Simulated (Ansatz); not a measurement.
CH7AlGeO, SMILES C[O][AlH][GeH3]. Atoms are numbered in the order given.

```xyz
11

Al     1.3173    -0.0464    -0.3806
Ge    -0.6489    -0.0039     1.1320
H     -0.6757    -1.2269     2.0821
H     -0.6512     1.2462     2.0464
H     -2.0004    -0.0017     0.3779
H      2.8260    -0.0257     0.0842
O      1.0789    -0.1036    -2.0635
C      0.0345    -0.1387    -2.9912
H      0.0967    -1.0527    -3.6088
H     -0.9643    -0.1213    -2.5132
H      0.0959     0.7271    -3.6750
```
Charge 0, spin multiplicity 1.

The structure is a stationary point at B3LYP-D3(BJ)/def2-SVP. The structure was generated by enumeration; whether it is a known compound was not checked. The values are those of a single conformer.

Two levels are set side by side: PBE-D3(BJ)/def2-SVP (Ansatz, a first-principles code) and B3LYP-D3(BJ)/def2-SVP (Ansatz). Each level has its own optimised geometry; the coordinates shown are those of the second. Differences are taken from unrounded values.

```
quantity              B3LYP-D3(BJ)  PBE-D3(BJ)  PBE-D3(BJ) minus B3LYP-D3(BJ)
--------------------  ------------  ----------  -----------------------------
mean bond length (Å)         1.512       1.521                          0.009
bond Al1–Ge2 (Å)             2.481       2.484                          0.003
bond Al1–O7 (Å)              1.701       1.717                          0.017
bond O7–C8 (Å)               1.397       1.402                          0.005
bond Al1–H6 (Å)              1.579       1.594                          0.015
bond Ge2–H3 (Å)              1.549       1.557                          0.008
bond Ge2–H4 (Å)              1.549       1.557                          0.008
bond Ge2–H5 (Å)              1.548       1.556                          0.008
bond C8–H9 (Å)               1.105       1.113                          0.008
bond C8–H10 (Å)              1.107       1.116                          0.009
bond C8–H11 (Å)              1.105       1.113                          0.008
```

GGA bonds tend to be longer and softer than those of functionals with exact exchange. Differences between two approximate levels are no errors against the true value.
